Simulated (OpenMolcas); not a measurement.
## 3d5 along the 23-electron sequence

| Quantity | Value |
| --- | --- |
| Program | OpenMolcas 26.06 |
| Method | CASSCF |
| Basis | ANO-RCC-VQZP |
| Scalar Hamiltonian | DKH2, point nucleus |
| Spin-orbit coupling | RASSI with atomic mean-field integrals over the reference wave functions, term energies averaged over their components |

Active space for each ion: 5 electrons in 10 orbitals (3d 4d).

Computed levels in cm-1 above 6S 5/2:

| Level | Mn2+ | Fe3+ | Co4+ | Ni5+ | Cu6+ |
| --- | --- | --- | --- | --- | --- |
| 4G 5/2 | 30786 | 36411 | 41347 | 46236 | 50866 |
| 4G 7/2 | 30812 | 36449 | 41405 | 46322 | 50994 |
| 4G 9/2 | 30834 | 36479 | 41449 | 46383 | 51080 |
| 4G 11/2 | 30846 | 36488 | 41454 | 46381 | 51066 |
| 4P 5/2 | 35154 | 41689 | 47367 | 52941 | 58163 |
| 4P 3/2 | 35181 | 41744 | 47467 | 53106 | 58417 |
| 4P 1/2 | 35216 | 41813 | 47591 | 53312 | 58794 |
| 4D 7/2 | 38323 | 45302 | 51445 | 57500 | 63264 |
| 4D 1/2 | 38330 | 45340 | 51535 | 57670 | 63552 |
| weight of 6S in the lowest level (%) | 100 | 100 | 100 | 100 | 100 |

Measured, with the error of the calculation in %. Measured levels: Mn2+ from Corliss and Sugar, J. Phys. Chem. Ref. Data 6, 1253 (1977); Fe3+ from Corliss and Sugar, J. Phys. Chem. Ref. Data 11, 135 (1982); Co4+ from Sugar and Corliss, J. Phys. Chem. Ref. Data 10, 1097 (1981); Ni5+ from Corliss and Sugar, J. Phys. Chem. Ref. Data 10, 197 (1981); Cu6+ from the list in Gamrath, thesis, University of Mons (2023).

```json
{"Level": "4G 11/2", "Mn2+": "", "Fe3+": "32246 (+13.2)", "Co4+": "37218 (+11.4)", "Ni5+": "41921 (+10.6)", "Cu6+": ""}
{"Level": "4P 5/2", "Mn2+": "29168 (+20.5)", "Fe3+": "35254 (+18.3)", "Co4+": "40753 (+16.2)", "Ni5+": "45884 (+15.4)", "Cu6+": "50732 (+14.6)"}
{"Level": "4P 3/2", "Mn2+": "", "Fe3+": "35333 (+18.1)", "Co4+": "40891 (+16.1)", "Ni5+": "46104 (+15.2)", "Cu6+": "51067 (+14.4)"}
{"Level": "4P 1/2", "Mn2+": "", "Fe3+": "35407 (+18.1)", "Co4+": "41024 (+16.0)", "Ni5+": "46325 (+15.1)", "Cu6+": "51407 (+14.4)"}
{"Level": "4D 7/2", "Mn2+": "32307 (+18.6)", "Fe3+": "38779 (+16.8)", "Co4+": "44709 (+15.1)", "Ni5+": "50331 (+14.2)", "Cu6+": "55742 (+13.5)"}
{"Level": "4D 1/2", "Mn2+": "32369 (+18.4)", "Fe3+": "38897 (+16.6)", "Co4+": "44908 (+14.8)", "Ni5+": "", "Cu6+": "56210 (+13.1)"}
```

4G 5/2 changes by a factor of 1.65 over the same range, with steps per unit of Z of +5620, +4940, +4890, +4630 cm-1.

Without dynamic correlation excited terms often stand tens of per cent too high (terms of higher spin than the ground term too low), and those without a measured partner can miss by more than the paired ones. Active for correlation alone: 4d; no level in the range computed is led by a configuration that fills it, so any true level of that kind is missing. Computed and measured levels are paired by configuration, term and J; levels that our copy of the source lacks, or whose pairing is in doubt (as where it misses far off the trend of its configuration), stay unpaired and out of the deviations. Levels of configurations outside the active space are missing.
